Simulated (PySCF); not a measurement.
sulfur tetrafluoride cation (F₄S), SMILES FS(F)(F)F (connectivity only; charge and spin as stated), charge +1, multiplicity 2. Atoms are numbered in the order given.

```xyz
5

F      1.1943     0.0000     0.7072
S      0.0000     0.0000    -0.2403
F      0.0000    -1.5652    -0.4936
F      0.0000     1.5652    -0.4936
F     -1.1943     0.0000     0.7072
```
Charge +1, spin multiplicity 2.

Coordinates come from a PBE0-D3(BJ)/def2-SVP optimisation. The multiplicity is an assumed one; other spin states were not compared.

The numbers are results of B3LYP/pcH-1 (PySCF), not measurements.

Unrestricted Kohn–Sham, ⟨S²⟩ = 0.755. Hyperfine tensors hold the contact and dipolar terms, without spin-orbit corrections.

Computed hyperfine couplings:
```
nucleus    A(iso) (MHz)  A(iso) (G)  dipolar principal values (MHz)
---------  ------------  ----------  ------------------------------
19F no. 1          67.2        24.0             -78.6, -78.0, 156.6
33S no. 2         736.9       263.0              -42.9, -25.8, 68.7
19F no. 3         338.1       120.7          -559.1, -555.4, 1114.5
19F no. 4         338.1       120.7          -559.1, -555.4, 1114.5
19F no. 5          67.2        24.0             -78.6, -78.0, 156.6
```

Q: And the g tensor (effective nuclear charges for spin-orbit coupling, GIAO)? (An estimate is asked for; the answer gives what the named calculation found.)

A: principal values 2.0000, 2.0058, 2.0118; isotropic 2.0059.
